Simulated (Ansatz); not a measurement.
`C[SiH](F)C#N` + CH₃OH → `CO[SiH](F)C#N` + CH₄ at 500 K and 1 bar (ligand exchange at the Si–C bond).

Gas-phase electronic energies from Ansatz, PBE0-D4/def2-TZVP geometries. CBS: MP2 limit from def2 TZ/QZ plus the TZ coupled-cluster correction, frozen cores. This one scheme is used for every species. Each species was taken in one conformer, which may not be the lowest.

```
        species  CCSD(T)/CBS energy (Eh)  H − E (kJ/mol)  S (J/(mol·K))
 `C[SiH](F)C#N`               -522.15876           192.8          392.1
          CH₃OH               -115.61712           157.0          265.4
`CO[SiH](F)C#N`               -597.35672           215.0          430.0
            CH₄                -40.46206           135.6          206.8
```

H − E and S are ideal-gas, rigid-rotor, harmonic terms from PBE0-D4/def2-TZVP, for one conformer and one mirror image of each species. 1 Eh = 2625.50 kJ/mol, R = 8.31446 J/(mol·K).

By hand: ΔE, ΔH, ΔS and ΔG.

ΔE = (-597.35672) + (-40.46206) − (-522.15876) − (-115.61712) = -0.04290 Eh = -112.6 kJ/mol. Δ(H − E) = 215.0 + 135.6 − 192.8 − 157.0 = 0.8, so ΔH = -111.8 kJ/mol. ΔS = 430.0 + 206.8 − 392.1 − 265.4 = -20.7 J/(mol·K). ΔG = -111.8 − 500 × (-20.7)/1000 = -101.5 kJ/mol.

By hand: the equilibrium constant, and the temperature at which ΔG would vanish if ΔH and ΔS stayed fixed.

log₁₀ K = −ΔG/(RT ln 10) = 10.6. ΔG = 0 at ΔH/ΔS = 5401 K, far beyond where these terms or the molecules hold.

ΔH outweighs TΔS. A doubt of 5 kJ/mol in ΔE shifts log₁₀ K by 0.5 here. Other conformers and mirror images would add mixing entropy, several J/(mol·K) or more a flexible species. These are equilibria of isolated gas molecules and say nothing of rates. Largest T1 diagnostic: 0.013 (customary marks: 0.02 for closed shells, 0.045 for open ones).
